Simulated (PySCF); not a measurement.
Z-matrix (Å, degrees):
```
C
C 1 1.3346
H 2 1.0842 1 120.79
H 2 1.0849 3 116.39 1 -179.97
H 1 1.0864 2 117.70 3 -179.99
B 1 1.5326 5 121.48 2 -179.92
H 6 1.1918 1 121.90 5 0.19
H 6 1.1933 7 119.24 1 -179.97
```
Charge 0, multiplicity 1.

What HOMO, LUMO and S1 oscillator strength does PySCF with CAM-B3LYP-D3(BJ)/def2-TZVP give?


- HOMO = -9.82 eV
- LUMO = -0.95 eV
- S1 oscillator strength = 0.001
